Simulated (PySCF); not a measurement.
Computed shifts of a molecule C4H11NSi, PBE0/pcSseg-1 in PySCF, GIAO, gas phase, atoms alike by connectivity averaged where their shifts nearly agree, in ppm (number of nuclei): ¹³C: 37.9 (1), 25.8 (1), 19.4 (1), 15.5 (1). ¹⁵N: 59.5 (1). ²⁹Si: -64.8 (1). ¹H: 4.16 (3), 2.72 (3), 0.94 (1), 0.90 (1), 0.86 (1), 0.67 (1), 0.60 (1). References: ¹³C against TMS (σ = 186.3 ppm); ¹⁵N against NH3 (σ = 267.4 ppm); ²⁹Si against TMS (σ = 352.7 ppm); ¹H against TMS (σ = 31.56 ppm), references at their B3LYP-D3(BJ)/def2-TZVP geometries, non-relativistic. Geometry: B3LYP-D3(BJ)/def2-SVP. Other conformers were not sampled.

Question: Identify the compound among the candidates.
(A) CNC1([SiH3])CC1
(B) CC[SiH2]/C=N/C
(C) C/C=N\[C@H](C)[SiH3]
(D) C[SiH2]N1CCC1

Answer: A, CNC1([SiH3])CC1
